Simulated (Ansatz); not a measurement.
`[OH][Ge]([F])([F])[Cl]`, relaxed with RKS PBE0-D4/def2-TZVP in Ansatz 0.2.0 from a PBE-D4/def2-SVP geometry. The force threshold is 0.005 eV/Å; the program also tests the step.

Charge 0, multiplicity 1.

Start:

```xyz
6

O     0.368    1.383    0.187
Ge    0.040   -0.327   -0.079
F    -0.517   -1.085    1.382
F    -1.262   -0.542   -1.209
Cl    1.805   -1.273   -0.785
H    -0.434    1.843    0.504
```

```
step  energy (eV)  largest force (eV/Å)  largest move (Å)
   1  -76527.3866                 0.850             0.000
   2  -76527.4310                 0.336             0.032
   3  -76527.4380                 0.046             0.013
   4  -76527.4386                 0.026             0.012
   5  -76527.4386                 0.026             0.009
   6  -76527.4387                 0.003             0.004
```

End:

```xyz
6

O     0.350    1.362    0.186
Ge    0.040   -0.325   -0.078
F    -0.505   -1.077    1.357
F    -1.238   -0.542   -1.194
Cl    1.775   -1.261   -0.773
H    -0.422    1.843    0.501
```

It took 14 s on 4 threads of an Intel Xeon Platinum 8488C on a shared host, with 0.51 GiB of host memory at the peak.
